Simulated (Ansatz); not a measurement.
Consider the substitution at a C–I bond: `ICI` + HCl → `ClCI` + HI.

Program: Ansatz. Geometries: PBE0-D4/def2-TZVP. ΔE: electronic, gas phase. CCSD(T)/CBS adds triple-zeta CCSD(T) − MP2 to the extrapolated MP2 energy (def2 sets, frozen cores). This one scheme is used for every species. Functionals use def2-TZVPP. B3LYP here is the variant with VWN-RPA as its local correlation; programs differ in this. HSE06 is defined as in plane-wave codes. def2 core potentials past Kr. For I outer-core shells are correlated without core-valence functions, which leaves a few kJ/mol of doubt a bond.

`ICI`:

Z-matrix (Å, degrees):
```
C
I 1 2.122
I 1 2.122 2 115.2
H 1 1.084 2 107.5 3 119.8
H 1 1.084 2 107.5 3 -119.8
```

HCl:

```xyz
2

Cl    0.176    0.496   -0.363
H    -0.176   -0.496    0.363
```

`ClCI`:

Cartesian coordinates in Å:
```
Cl -1.277 -0.798 -0.849
C -0.103 0.021 0.165
I 1.767 0.386 -0.798
H 0.110 -0.598 1.030
H -0.497 0.989 0.452
```

HI:

```xyz
2

I    -0.279   -0.178   -0.734
H     0.279    0.178    0.734
```

| level | ΔE (kJ/mol) | difference from CCSD(T)/CBS |
| --- | --- | --- |
| LDA (SPW92) | 10.5 | -13.7 |
| PBE-D4 | 15.5 | -8.7 |
| revPBE-D4 | 15.5 | -8.7 |
| BLYP-D4 | 16.6 | -7.6 |
| r2SCAN-D4 | 14.6 | -9.6 |
| PBE0-D4 | 15.4 | -8.8 |
| B3LYP-D4 | 16.4 | -7.8 |
| r2SCANh-D4 | 14.6 | -9.6 |
| r2SCAN0-D4 | 14.6 | -9.6 |
| HSE06-D4 | 15.6 | -8.6 |
| BHLYP-D4 | 17.3 | -6.9 |
| CAM-B3LYP-D4 | 13.1 | -11.1 |
| ωB97X-V | 14.0 | -10.2 |
| ωB97M-V | 15.2 | -9.0 |
| PBE-QIDH | 18.4 | -5.8 |
| PBE | 13.3 | -10.9 |
| revPBE | 13.5 | -10.7 |
| BLYP | 12.5 | -11.7 |
| r2SCAN | 14.2 | -10.0 |
| PBE0 | 13.4 | -10.8 |
| B3LYP | 12.7 | -11.5 |
| HSE06 | 13.6 | -10.6 |
| BHLYP | 12.0 | -12.2 |
| LC-ωPBE | 12.5 | -11.7 |
| RPA@PBE/def2-TZVPP | 19.6 | -4.6 |
| HF/def2-SVP | 8.7 | -15.5 |
| MP2/def2-SVP | 17.4 | -6.8 |
| CCSD/def2-SVP | 11.6 | -12.6 |
| CCSD(T)/def2-SVP | 12.3 | -11.9 |
| HF/def2-TZVPP | 10.3 | -13.9 |
| MP2/def2-TZVPP | 26.8 | 2.6 |
| SCS-MP2/def2-TZVPP | 23.7 | -0.5 |
| CCSD/def2-TZVPP | 19.2 | -5.0 |
| CCSD(T)/def2-TZVPP | 20.7 | -3.5 |
| HF/def2-QZVPP | 10.9 | -13.3 |
| MP2/def2-QZVPP | 29.0 | 4.8 |
| SCS-MP2/def2-QZVPP | 25.6 | 1.4 |
| HF/CBS(def2) | 10.9 | -13.3 |
| MP2/CBS(def2) | 30.3 | 6.1 |
| CCSD/CBS(def2) | 22.7 | -1.5 |
| CCSD(T)/CBS | 24.2 | 0 |

**Question.** What do rigid-rotor, harmonic-oscillator terms from PBE0-D4/def2-TZVP frequencies (298.15 K, 1 bar) make of the CCSD(T)/CBS value? (Best estimate.)

**Answer.** Computed: ΔZPE = -0.9 kJ/mol, ΔH = +22.6 kJ/mol, ΔS = 6 J/(mol·K), ΔG = +20.9 kJ/mol.

Largest T1 diagnostic among the species: 0.008.

Leaving LDA and LC-ωPBE aside and taking each functional with its dispersion term where it has one, the values spread over 5.3 kJ/mol, from CAM-B3LYP-D4 to PBE-QIDH. At CCSD(T), def2-SVP lies −11.9 kJ/mol from the extrapolated value and def2-TZVPP −3.5 kJ/mol. In def2-TZVPP, CCSD(T) changes the Hartree–Fock value by +10.4 kJ/mol (the triples alone add +1.5 kJ/mol) and MP2 by +16.5 kJ/mol.
